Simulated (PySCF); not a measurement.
Species: C3H6BNO2.
SMILES: `[NH3+][BH2-]C#CC(=O)O`

Jobs on this species (13 atoms, 52 electrons) with PySCF (density fitting). Hardware of each: Arm Neoverse V1, one thread, no GPU (shared host). Times come from a shared host and carry two figures at best. Peak memory is the resident size of the whole Python process, interpreter and libraries included.

```tsv
level and settings	work	basis functions	SCF cycles	wall time	peak memory
mPW1PW91/pcSseg-1	shieldings	149	?	?	?
PBE0/def2-SVP	shieldings, charges and field gradients	128	?	?	?
PBE0-D3(BJ)/def2-SVP, grid level 1	geometry optimisation from a GFN2-xTB start shaken at random	128	86	74 s	0.52 GiB
HF/pcSseg-1	shieldings	149	14	6.9 s	0.74 GiB
PBE0/6-311+G(2d,p)	shieldings, charges and field gradients	225	16	30 s	0.94 GiB
PBE0/pcSseg-0	shieldings, charges and field gradients	75	16	6.6 s	0.47 GiB
OPBE/pcSseg-1	shieldings	149	17	20 s	0.74 GiB
PBE0/IGLO-III	shieldings, charges and field gradients	305	16	45 s	1.2 GiB
PBE0/6-31G	shieldings, charges and field gradients	75	16	7.5 s	0.47 GiB
```

Task: Fill in the missing figures.

Result: 
- mPW1PW91/pcSseg-1; shieldings: 13 s, 0.80 GiB, 15 SCF cycles
- PBE0/def2-SVP; shieldings, charges and field gradients: 12 s, 0.68 GiB, 15 SCF cycles

Task: What do all jobs in the table cost together?

Result: About 3.6 min; the longest takes about 34 % of that, and about 11 times as long as the shortest.
